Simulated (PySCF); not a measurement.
**Ionisation energy of Ca(8+) by level of theory**

Ca(8+) [Ne] 3s2 → Ca(9+) [Ne] 3s1 [3s1/2^1, M_J = 1/2], as a difference of total energies. All numbers are calculated (PySCF 2.14, the two-component X2C-1e Hamiltonian, in an even-tempered Gaussian basis (20 s from 0.43 bohr⁻², ratio 2.4; 13 p from 0.56 bohr⁻², ratio 2.4; 5 d from 2.4 bohr⁻², ratio 2.6; 4 f from 3.5 bohr⁻², ratio 2.6)). Correlated levels: 1s2 frozen; the 52 highest virtual spinors dropped. "Screened" scales the spin-orbit matrix elements by Boettger's factors to mimic the two-electron term; Breit and QED terms are absent.

| method | ionisation energy (eV) |
| --- | --- |
| GHF (screened spin-orbit) | 186.25 |
| GMP2 (screened spin-orbit) | 188.08 |

How much does correlation contribute at GMP2 (screened spin-orbit)?

188.08 − (186.25) = 1.83 eV, measured against GHF (screened spin-orbit).

For comparison: 188.54 ± 0.06 eV (semi-empirical (NIST evaluation); NIST Atomic Spectra Database, ionization energies).
